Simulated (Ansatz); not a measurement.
System: C$_{2}$H$_{6}$Be, charge 0, singlet. C2H6Be (SMILES [CH3][Be][CH3]).
B3LYP-D3(BJ)/def2-TZVP minimum from Ansatz (an electronic-structure program):
```xyz
9

Be     0.0000     0.0000     0.0000
C      1.3093     0.1737    -1.0388
H      2.0176    -0.6569    -0.9500
H      1.8724     1.0919    -0.8407
H      0.9989     0.2135    -2.0884
C     -1.3093    -0.1737     1.0388
H     -1.8724    -1.0919     0.8407
H     -2.0176     0.6569     0.9500
H     -0.9989    -0.2135     2.0884
```
Charge 0, spin multiplicity 1.

Atomisation energy term by term, kcal/mol (programs: Ansatz). UHF or UKS for unpaired electrons; spin-orbit terms are left out. Correlated methods leave the cores frozen. No relativity. CBS(X,Y): correlation extrapolated as X^-3, Hartree-Fock from the larger set. A bracket is a step between two methods taken in the basis named. Where a partner has so few electrons that a lower coupled-cluster level is exact, that level stands in. The restricted determinant of Be ([Be], singlet) is unstable towards broken spin symmetry in at least one set run.

```csv
term,basis,kcal/mol
Hartree-Fock,def2-QZVPP,596.28
CCSD correlation,"CBS(def2-TZVPP,def2-QZVPP)",156.98
(T),"CBS(def2-TZVPP,def2-QZVPP)",8.47
CCSDT(Q) - CCSD(T),def2-SVP,0.39
sum: De,,762.1
```
